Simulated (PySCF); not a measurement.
Compound: methyl 2-ethoxyacetate, C5H10O3.
Z-matrix (Å and degrees, PBE0-D3(BJ)/def2-SVP geometry), rows numbered from 1:
```
C 
C   1  1.5077
O   2  1.4092  1  108.48
C   3  1.3792  2  114.72  1   179.38
C   4  1.5183  3  113.66  2   -74.56
O   5  1.2004  4  125.90  3     0.69
O   5  1.3376  4  110.10  3  -179.14
C   7  1.4174  5  115.99  4   179.70
H   1  1.1001  2  110.68  3    58.03
H   1  1.1000  2  110.47  3   178.32
H   1  1.0997  2  110.28  3   -61.73
H   2  1.1046  1  110.34  3   121.01
H   2  1.1103  1  110.61  3  -120.14
H   4  1.1023  3  108.39  2   166.27
H   4  1.1101  3  113.01  2    48.66
H   8  1.0998  7  110.85  5    55.09
H   8  1.1004  7  110.83  5   -65.19
H   8  1.0961  7  106.42  5   175.17
```

Level of theory: PBE0-D3(BJ)/def2-SVP geometry optimisation, gas phase in PySCF 2.14.0.

Masses are those of the commonest isotopes; rigid-rotor values at the optimised geometry. The values belong to one conformer with, in the numbering `[CH3:1][CH2:2][O:3][CH2:4][C:5](=[O:6])[O:7][CH3:8]`, C1–C2–O3–C4 179°, C2–O3–C4–C5 -75°, O3–C4–C5–O6 1°, C4–C5–O7–C8 180°.

**Question.** What are A, B and C (GHz)?

**Answer.** Ia = 82.42, Ib = 537.88, Ic = 583.70 u·Å²; 505379 MHz·u·Å²/I gives 6132, 939.6 and 865.8 MHz, that is A = 6.1319, B = 0.9396, C = 0.8658 GHz.

**Question.** Classify the top.

**Answer.** A near-prolate asymmetric top; Ray's κ = -0.972.

**Question.** What does the inertial defect say?

**Answer.** Not planar: Δ = Ic − Ia − Ib = -36.60 u·Å². For a rigid frame Δ = −2 Σ m c², so Σ m c² = 18.30 u·Å² lies off the ab plane: 7.61 from hydrogen and 10.69 from heavier atoms. The atom farthest from that plane is 1.48 Å away.

**Question.** List the rotational levels J(Ka,Kc) to J = 4 (K).

**Answer.** Above 0(0,0), as E/k:
J = 1: 1(0,1) 0.087, 1(1,1) 0.336, 1(1,0) 0.339
J = 2: 2(0,2) 0.260, 2(1,2) 0.506, 2(1,1) 0.516, 2(2,1) 1.264, 2(2,0) 1.264
J = 3: 3(0,3) 0.520, 3(1,3) 0.760, 3(1,2) 0.781, 3(2,2) 1.524, 3(2,1) 1.524, 3(3,1) 2.779, 3(3,0) 2.779
J = 4: 4(0,4) 0.866, 4(1,4) 1.100, 4(1,3) 1.135, 4(2,3) 1.870, 4(2,2) 1.871, 4(3,2) 3.125, 4(3,1) 3.125, 4(4,1) 4.882, 4(4,0) 4.882
Those of J = 1 are B + C, A + C and A + B.

**Question.** Predict some low-J microwave lines.

**Answer.** The dipole components are |μa| = 1.41 D, |μb| = 0.87 D, |μc| = 1.43 D. Intensities carry the squares of the components, which stand as 0.97 : 0.37 : 1.00 (a : b : c). Some lines, for components of 0.1 D or more:

| type | branch | J(Ka,Kc) | MHz | lower level (cm⁻¹) |
| --- | --- | --- | --- | --- |
| a | Q | 4(1,3) ← 4(1,4) | 738 | 0.764 |
| a | R | 2(0,2) ← 1(0,1) | 3610 | 0.060 |
| b | Q | 3(1,2) ← 3(0,3) | 5454 | 0.361 |
| b | R | 1(1,1) ← 0(0,0) | 6998 | 0.000 |
| b | R | 4(1,4) ← 3(0,3) | 12084 | 0.361 |
| b | Q | 3(2,2) ← 3(1,3) | 15909 | 0.528 |
| c | R | 2(2,0) ← 1(1,0) | 19262 | 0.236 |
| c | R | 4(2,2) ← 3(1,2) | 22699 | 0.543 |
| c | Q | 4(4,1) ← 4(3,1) | 36603 | 2.172 |
| b | R | 4(4,0) ← 3(3,1) | 43826 | 1.931 |

No PBE0-D3(BJ)/def2-SVP frequencies stand behind this structure, so it isn't proved a minimum. Zero-point vibration and centrifugal distortion are left out. A rigid rotor knows nothing of internal rotation, which can split or shift real lines.

The run took 55 s wall on Intel Xeon Gold 6455B, one thread, no GPU, shared host, and the process peaked at 0.76 GiB of memory. These figures are those of the optimisation.
